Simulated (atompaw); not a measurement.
Before and after: PAW (atompaw) potential for Cd

| Property | Result |
| --- | --- |
| Element | Cd (Z = 48) |
| Generator | atompaw 4.2.0.5 |
| Type | PAW |
| Functional | PBEsol |
| Relativity | non-relativistic |
| Frozen core | [Ar] 3d10 |
| Valence charge | 20 |
| Reference configuration | 4s2 4p6 4d10 5s1.75 5p0.25 |
| Partial waves | 4s (bound): rc 1.05 bohr; 5s (bound): rc 1.30 bohr; 4p (bound): rc 1.50 bohr; 5p (bound): rc 2.10 bohr; 4d (bound): rc 2.10 bohr; 4d channel at 0.05 Ry: rc 2.10 bohr |
| Local potential | bessel scheme, radius 1.80 bohr |
| Core correction | smooth core density matched at 1.65 bohr |
| Augmentation charge | sinc compensation charge, radius 1.90 bohr; PAW radius 2.10 bohr; waves and projectors: custom rrkj gramschmidtortho |

Change: wave 4d (bound): rc 2.10 bohr becomes 4d (bound): rc 1.44 bohr.

Cutoffs: the cutoffs (Ry, on a coarse ladder) from which the occupation-weighted sum of valence levels, in a spherical-Bessel basis at the reference potential, stays within 10 and 1 mRy of its value at 400 Ry; they do not see the model core or the augmentation charge, which bear on the density cutoff.

Question: What does the change do?

Answer: The potential gets harder (50 Ry and 100 Ry → 70 Ry and 140 Ry); the range in which the d phases agree narrows (upper end at the end of the scan → 2.4); neither file shows a bound ghost.

```tsv
quantity	base	changed
cutoff, loose	50 Ry	70 Ry
cutoff, tight	100 Ry	140 Ry
loose cutoff by channel (10 mRy a level)	s 30 Ry, p 35 Ry, d 18 Ry	s 30 Ry, p 35 Ry, d 45 Ry
bound ghosts	none	none
s: phases at 2.11 bohr within 0.05 rad from the reference energy up to (Ry; the scan ends near 5)	to the end of the scan	to the end of the scan
p: phases at 2.11 bohr within 0.05 rad from the reference energy up to (Ry; the scan ends near 5)	to the end of the scan	to the end of the scan
d: phases at 2.11 bohr within 0.05 rad from the reference energy up to (Ry; the scan ends near 5)	to the end of the scan	2.4
lowest overlap eigenvalue by channel	s 0.27, p 0.54, d 0.18	s 0.27, p 0.54, d 0.53
```

 The cutoffs see the waves, projectors and local potential, not the compensation charge or the core.
